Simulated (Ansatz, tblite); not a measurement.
Removing an electron: GaH₂F. Charge 0, multiplicity 1. Geometry: PBE0-D4/def2-TZVP. Ansatz, gas phase; energy differences of separate SCF runs; the oxidised species was run as a doublet alone.

Cartesian coordinates in Å:
```
Ga -0.0866 -0.0818 0.0396
H -1.1822 0.5517 0.9440
H 0.1410 -1.5338 -0.4697
F 1.1278 1.0639 -0.5139
```

The xTB rows come from tblite. Correlated methods freeze 10 core orbitals; core or outer-core shells of Ga are correlated, in sets that lack core-valence functions. In CCSD on the charge 1 doublet the largest single amplitude is 0.18, so its Hartree–Fock determinant may place the open shell otherwise than the density functionals do.

```csv
level,−HOMO (eV),vertical IE (eV),−LUMO (eV),HOMO–LUMO gap (eV),remarks
GFN2-xTB,12.18,15.75,7.12,5.06,–
r2SCAN-D4/def2-TZVP,7.91,11.35,2.09,5.82,–
MP2/def2-TZVPP,–,11.95,–,–,spin-contaminated (⟨S²⟩ 0.84) (+1 doublet)
CCSD/def2-TZVPP,–,11.93,–,–,spin-contaminated (⟨S²⟩ 0.84) (+1 doublet)
CCSD(T)/def2-TZVPP,–,11.86,–,–,spin-contaminated (⟨S²⟩ 0.84) (+1 doublet)
```

Problem. Estimate the rows for GFN1-xTB, HF/def2-TZVPP, PBE-D4/def2-TZVP, PBE0-D4/def2-TZVP.

Solution. 
| level | −HOMO (eV) | vertical IE (eV) | −LUMO (eV) | HOMO–LUMO gap (eV) | remarks |
| --- | --- | --- | --- | --- | --- |
| GFN1-xTB | 12.49 | 15.96 | 5.65 | 6.84 | – |
| HF/def2-TZVPP | – | 11.32 | – | – | spin-contaminated (⟨S²⟩ 0.84) (+1 doublet) |
| PBE-D4/def2-TZVP | 7.54 | 11.17 | 2.42 | 5.12 | – |
| PBE0-D4/def2-TZVP | 8.97 | 11.54 | 1.62 | 7.35 | – |

  Raw xTB energy differences between charge states are shifted by several eV; the methods need an empirical correction for them.
